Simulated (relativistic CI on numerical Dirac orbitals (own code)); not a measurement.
# Cu3+: 3p photoemission

Computed with this model: Dirac-Coulomb-Breit CI, KLI orbitals optimised for each configuration, a model potential for QED, valence Slater integrals scaled by 0.7, multiplet model of photoemission in the sudden approximation; configurations [Ar] 3d8 → [Ne] 3s2 3p5 3d8; 300 K; Lorentzian 0.56 eV and Gaussian 0.6 eV FWHM. Energies are those of the free ion, without screening or charge transfer. The energies are binding energies and can lie tens of eV above those of solids. S is read from ⟨S²⟩ = S(S + 1).

Field parameters in Wybourne normalisation: Td as Oh with Dq negative (B⁴₀ = 21Dq, B⁴₄ = √(5/14) B⁴₀). The field is a parameter set, without covalency.

free ion: ground-state S = 1.00, centroid 133.81 eV. Peaks (eV, height): 127.3 (100), 129.7 (28), 132.3 (73), 133.3 (50), 136.1 (69), 139.2 (18), 142.2 (23), 144.2 (46).

Td, 10Dq = -1800 cm⁻¹: ground-state S = 1.00, centroid 133.81 eV. Peaks (eV, height): 127.4 (100), 129.8 (27), 132.4 (71), 133.4 (52), 136.2 (65), 139.4 (19), 142.3 (23), 144.3 (45).

Td, 10Dq = -5050 cm⁻¹: ground-state S = 1.00, centroid 133.81 eV. Peaks (eV, height): 127.5 (100), 132.6 (67), 133.7 (55), 136.4 (55), 139.7 (20), 142.5 (22), 144.5 (41).

Td, 10Dq = -8300 cm⁻¹: ground-state S = 1.00, centroid 133.81 eV. Peaks (eV, height): 127.6 (100), 129.3 (41), 132.9 (65), 133.9 (60), 136.7 (47), 139.9 (18), 142.8 (20), 144.6 (38).

Td, 10Dq = -11500 cm⁻¹: ground-state S = 1.00, centroid 133.81 eV. Peaks (eV, height): 127.6 (100), 129.6 (47), 133.1 (63), 134.0 (65), 137.0 (41), 139.9 (19), 141.4 (12), 143.1 (18), 144.8 (35).

Td, 10Dq = -14750 cm⁻¹: ground-state S = 1.00, centroid 133.81 eV. Peaks (eV, height): 127.7 (100), 128.9 (48), 129.7 (49), 133.4 (60), 134.2 (69), 137.4 (36), 140.0 (21), 141.7 (16), 143.5 (16), 145.0 (31).

Strongest unbroadened transitions for free ion:

```
Energy (eV)  Relative strength
     127.32              100.0
     128.11               17.5
     128.60                9.1
     129.68               13.1
     129.87               10.3
     131.27                5.8
     132.25               65.6
     132.82               11.5
     133.43               33.8
     133.58                5.5
     135.92               14.4
     136.17               56.8
     138.24                3.7
     139.07                9.4
     139.43                9.5
     142.19               22.2
     144.23               47.2
     145.63                6.6
```
